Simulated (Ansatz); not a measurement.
A structure relaxed at PBE0-D4/def2-TZVPD in Ansatz, charge -1, singlet:

```xyz
5

In   -0.069   -0.023   -0.221
Cl    0.669    0.222    2.151
H     1.402   -0.434   -1.104
H    -0.738    1.554   -0.643
H    -1.264   -1.319   -0.182
```

Question: Give its formula, name or SMILES and point group.

Answer: [InClH3]- (InH₃Cl⁻). Point group C3v (tolerance 0.1 Å).

Question: Summarise the bond lengths by kind (pairs closer than 1.2 times the sum of covalent radii, bridged metal pairs left out).

Answer: 1 × Cl–In 2.50 Å; 3 × H–In 1.76 Å.

In the def2 sets In takes a core potential; there is no spin–orbit coupling.
